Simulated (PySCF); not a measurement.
K(OtBu) (C4H9KO), SMILES CC([O][K])(C)C. Heavy atoms are numbered as in [K:1][O:2][C:3]([CH3:4])([CH3:5])[CH3:6]. Hydrogens are named by the atom that carries them.

Geometry optimised at r2SCAN-D4/def2-SVP. The isomer is the one that the SMILES or the coordinates give; other isomers of the formula were not compared.

All values below come from PySCF with B3LYP/pcSseg-1.

GIAO shieldings, no solvent; atoms alike by connectivity are averaged. δ = σ(ref) − σ: ¹⁷O against H2O (σ = 333.8 ppm); ¹³C against TMS (σ = 181.3 ppm); ¹H against TMS (σ = 31.68 ppm), references at their B3LYP-D3(BJ)/def2-TZVP geometries, non-relativistic.

| nucleus | atoms | count | δ (ppm) |
|---|---|---|---|
| ¹⁷O | O2 | 1 | 146.1 |
| ¹³C | C3 | 1 | 71.9 |
| ¹³C | C4 (CH3) | 3 | 41.8 |
| ¹H | H on C4 | 9 | 1.38 |
